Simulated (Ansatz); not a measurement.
CH3BBrFSi. The species carries charge 0 and has multiplicity 1. The bonds changed during the relaxation, so this is another structure than the one it started from. The structure was optimised at the PBE0-D4/def2-TZVP level.

```xyz
8

F     1.230    1.685   -0.645
C     0.435    0.745   -0.169
Br   -0.787    1.379    1.406
B    -0.992    0.232   -0.443
Si    0.359   -1.084    0.211
H    -1.932    0.489   -1.118
H     1.096   -1.853   -0.825
H     0.591   -1.592    1.584
```

**Question.** What is the dipole moment at r2SCAN/def2-TZVPP? (An estimate is asked.)

**Answer.** Ansatz gave: 0.76 D, with components (0.04, -0.61, 0.45) D in this frame, pointing from negative to positive charge.

**Question.** And with PBE, B3LYP, ωB97M-V? (An estimate is asked.)

**Answer.** The calculation gave: PBE 0.70 D, B3LYP 0.90 D, ωB97M-V 0.92 D.

**Question.** Give the Mulliken charges with r2SCAN, PBE, ωB97M-V in def2-TZVPP. (Best estimate.)

**Answer.** Computed: 
```json
{"atom": "F1", "r2SCAN": "-0.15", "PBE": "-0.11", "ωB97M-V": "-0.15"}
{"atom": "C2", "r2SCAN": "0.20", "PBE": "0.21", "ωB97M-V": "0.18"}
{"atom": "Br3", "r2SCAN": "0.00", "PBE": "0.02", "ωB97M-V": "0.01"}
{"atom": "B4", "r2SCAN": "-0.15", "PBE": "-0.15", "ωB97M-V": "-0.22"}
{"atom": "Si5", "r2SCAN": "0.18", "PBE": "0.07", "ωB97M-V": "0.06"}
{"atom": "H6", "r2SCAN": "0.05", "PBE": "0.05", "ωB97M-V": "0.13"}
{"atom": "H7", "r2SCAN": "-0.06", "PBE": "-0.05", "ωB97M-V": "-0.01"}
{"atom": "H8", "r2SCAN": "-0.06", "PBE": "-0.04", "ωB97M-V": "-0.01"}
```

B3LYP here is the variant with VWN-RPA as its local correlation; programs differ in this.
